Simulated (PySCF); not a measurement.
## C2H7FO2Si

C2H7FO2Si is a small molecule, neutral, singlet. The structure, one conformer, was relaxed in the gas phase by PBE0-D3(BJ)/def2-SVP. No frequency run checks that it is a minimum.

SMILES: OC(O)(F)C[SiH3]

```
atom   x (Å)   y (Å)   z (Å)
  C1   1.000   0.247  -0.043
  C2  -0.217  -0.524  -0.511
 Si3  -1.829  -0.048   0.366
  O4   1.050   0.243   1.314
  O5   2.203  -0.227  -0.519
  F6   0.871   1.553  -0.499
  H7  -0.030  -1.596  -0.351
  H8  -0.338  -0.364  -1.594
  H9  -2.964  -0.645  -0.406
 H10  -2.001   1.433   0.403
 H11  -1.867  -0.596   1.753
 H12   1.907   0.607   1.574
 H13   2.224  -0.102  -1.475
```

Shieldings: GIAO PBE0/pcSseg-1. Shifts are against computed references at the same level: C TMS (σ 184.4 ppm), H TMS (σ 31.27 ppm), Si TMS (σ 352.0 ppm). Core levels by delta-SCF with SCAN, pcX-2 on the ionised atom and pcseg-1 elsewhere, spin-free X2C; from the vacuum level, for chosen atoms.

(1) Give the shieldings and core levels atom by atom.

(2) By CAM-B3LYP/def2-SVPD (TDDFT singlets, Tamm-Dancoff triplets, ionisation by delta-SCF), where does absorption start, and what does vertical ionisation take?

Results:

(1) 
```
     atoms         bonded to  σ (ppm)  δ (ppm)  core level (eV)
        C1   1 C + 1 F + 2 O     63.8    120.7        1s 296.22
        C2  1 C + 1 Si + 2 H    162.6     21.8        1s 290.70
       Si3         1 C + 3 H    421.9    -69.9                -
        O4         1 C + 1 H    215.1        -        1s 539.75
        O5         1 C + 1 H    199.7        -        1s 539.67
        F6               1 C    243.6        -        1s 692.42
        H7               1 C    29.81     1.46                -
        H8               1 C    30.20     1.07                -
H9 H10 H11              1 Si    27.29     3.98                -
       H12               1 O    28.74     2.53                -
       H13               1 O    29.17     2.10                -
```

Values are those of this one static structure, with the three H of a rotating XH3 group averaged; atoms that internal rotation interchanges would show their mean in an NMR spectrum.

(2) The lowest singlet lies at 7.94 eV (f 0.024), the strongest of the first 6 at 9.18 eV (f 0.093), the lowest triplet at 7.64 eV; vertical ionisation takes 11.21 eV.
